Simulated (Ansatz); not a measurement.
Start from `[SH][In]([SH])[Br]` and change one element to get `SB(S)Br`.

Ansatz, PBE0-D4/def2-TZVP geometries, multiplicity 1. Each molecule was computed in one conformer, which needn't be the lowest.

Elements past krypton have def2 core potentials. Scalar relativity is left out up to krypton.

| property | `[SH][In]([SH])[Br]` |
| --- | --- |
| LUMO energy (PBE0/def2-TZVPP) / eV | -2.14 |
| LUMO energy (B3LYP/def2-TZVPP) / eV | -2.41 |
| HOMO energy (PBE0/def2-TZVPP) / eV | -7.84 |
| HOMO–LUMO gap (B3LYP/def2-TZVPP) / eV | 5.16 |
| ideal-gas entropy at 298 K and 1 bar (rigid rotor, harmonic PBE0-D4/def2-TZVP) / J/(mol·K) | 389 |
| HOMO–LUMO gap (PBE/def2-TZVPP) / eV | 3.65 |

**Question.** Give the same properties after the change, and the shifts. (Best estimate.)

**Answer.** Computed: 
```tsv
property	`SB(S)Br`	shift
LUMO energy (PBE0/def2-TZVPP) / eV	-1.14	1.00
LUMO energy (B3LYP/def2-TZVPP) / eV	-1.28	1.13
HOMO energy (PBE0/def2-TZVPP) / eV	-7.80	0.04
HOMO–LUMO gap (B3LYP/def2-TZVPP) / eV	6.26	1.10
ideal-gas entropy at 298 K and 1 bar (rigid rotor, harmonic PBE0-D4/def2-TZVP) / J/(mol·K)	330	-59
HOMO–LUMO gap (PBE/def2-TZVPP) / eV	4.62	0.97
```

B3LYP here is the variant with VWN-RPA as its local correlation; programs differ in this.

Spin–orbit coupling is left out; it splits and shifts lone-pair levels of the heavy atoms by tenths of an eV.
